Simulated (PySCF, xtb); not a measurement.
CH12N2Si3. Atoms are numbered in the order given.

```xyz
18

C     -1.3976    -1.2873    -1.3639
Si    -1.1425    -0.0748     0.0423
N     -0.8177    -0.9028     1.5292
N     -2.6068     0.8609     0.1248
Si     0.8604     1.1168    -0.3268
Si     2.6493    -0.3290     0.1262
H     -2.2682    -1.9320    -1.1608
H     -1.5719    -0.7712    -2.3211
H     -0.5130    -1.9318    -1.4780
H     -0.1855    -0.5076     2.2149
H     -1.5444    -1.4515     1.9779
H     -3.0904     1.0940    -0.7363
H     -2.6708     1.6309     0.7824
H      0.9834     2.3180     0.5662
H      0.9562     1.6029    -1.7428
H      2.4819    -1.5969    -0.6513
H      3.9863     0.2541    -0.2120
H      2.6522    -0.6743     1.5835
```
Charge 0, spin multiplicity 1.

Coordinates come from a PBE0-D3(BJ)/def2-SVP optimisation. This is a generated structure with no PubChem entry under its InChIKey; it may be hypothetical. Other conformers were not sampled.

These are IEF-PCM-ωB97X/def2-SVP in PySCF values and carry that method's errors.

The values are the electrostatic part of the solvation free energy, E(continuum) − E(gas) at the gas-phase geometry, in a cavity of scaled van der Waals radii (PySCF's table); cavitation and dispersion terms are not included. In vacuum the orbital gap is 11.43 eV. The dipole moment in vacuum is 2.09 D.

Computed values in water (ε = 78.36), dimethylsulfoxide (ε = 46.83), ethylethanoate (ε = 5.99):
```tsv
solvent	ε	ΔG(elec) (kcal/mol)	dipole (D)	gap (eV)
water	78.36	-4.9	2.58	11.39
dimethylsulfoxide	46.83	-4.9	2.57	11.39
ethylethanoate	5.99	-3.7	2.46	11.40
```

For comparison, GFN2-xTB/ALPB(water) (xtb, at the GFN2-xTB geometry, all terms of that model) gives -5.2 kcal/mol.
